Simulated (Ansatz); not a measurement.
Computed with Ansatz on PBE0-D4/def2-TZVP structures; ΔE is electronic, products minus reactants. CBS: MP2 limit from def2 TZ/QZ plus the TZ coupled-cluster correction, frozen cores. This one scheme is used for every species. Functionals use def2-TZVPP. B3LYP here is the variant with VWN-RPA as its local correlation; programs differ in this. One conformer a species, not always the lowest.

Consider the ligand exchange at the Si–C bond: `C[SiH2]BO` + CH₃SH → `CS[SiH2]BO` + CH₄.

```csv
level,ΔE (kJ/mol),difference from CCSD(T)/CBS
PBE-D4,-69.0,-3.9
PBE0-D4,-67.0,-1.9
B3LYP-D4,-66.4,-1.3
B2PLYP,-62.5,2.6
r2SCAN,-67.4,-2.3
PBE0,-63.1,2.0
B3LYP,-59.5,5.6
HF/def2-TZVPP,-55.7,9.4
SCS-MP2/def2-TZVPP,-63.5,1.6
CCSD/def2-TZVPP,-59.0,6.1
HF/def2-QZVPP,-55.3,9.8
MP2/def2-QZVPP,-69.0,-3.9
SCS-MP2/def2-QZVPP,-65.1,0.0
HF/CBS(def2),-55.2,9.9
MP2/CBS(def2),-70.5,-5.4
CCSD/CBS(def2),-62.1,3.0
CCSD(T)/CBS,-65.1,0
```

Largest T1 diagnostic among the species: 0.013.

The D4 term adds −7.0 kJ/mol with B3LYP and −4.0 kJ/mol with PBE0; it sums over pairs of atoms, weighted by their polarisabilities, and B3LYP, whose exchange is more repulsive, gets the larger term. In def2-TZVPP, CCSD(T) changes the Hartree–Fock value by −6.2 kJ/mol (the triples alone add −3.0 kJ/mol) and MP2 by −11.6 kJ/mol.
